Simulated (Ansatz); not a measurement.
SeH, multiplicity 2 (the spin of the measured ground state), most abundant isotopes (1.0078 and 79.9165 u). Constants from fifth-degree fits in 1/R to seven points on the lowest solution found; no spin–orbit coupling, no relativity up to Kr; ω_e x_e and α_e move by some per cent with the fit.

Correlated levels freeze the inner cores; with def2 sets outer-core shells near the valence are correlated too.

Run with Ansatz (a program for electronic structure) with Gaussian orbitals. 

Total energies (hartree; each atom in its lowest state at that level) and vibrational constants (cm⁻¹):

```csv
level,E(SeH) at r_e,E(H),E(Se),ω_e,ω_e x_e
PBE/def2-TZVPP,-2401.750163,-0.499616,-2401.124886,2350,39
B3LYP/def2-TZVPP,-2402.154014,-0.502154,-2401.525648,2400,39
wB97M-V/def2-TZVPP,-2401.976805,-0.494111,-2401.357930,2463,37
CCSD(T)/def2-QZVPP,-2401.011347,-0.499983,-2400.386812,2441,40
```

### Question
Work out D_e and D₀ in eV.

### Answer

D_e = E(H) + E(Se) − E(molecule), times 27.2114 eV; D₀ = D_e − (ω_e/2 − ω_e x_e/4)/8065.54.
- PBE/def2-TZVPP: D_e = 3.419, zero point 0.144, D₀ = 3.275 eV
- B3LYP/def2-TZVPP: D_e = 3.434, zero point 0.148, D₀ = 3.287 eV
- wB97M-V/def2-TZVPP: D_e = 3.395, zero point 0.152, D₀ = 3.243 eV
- CCSD(T)/def2-QZVPP: D_e = 3.389, zero point 0.150, D₀ = 3.239 eV
No counterpoise correction is made.
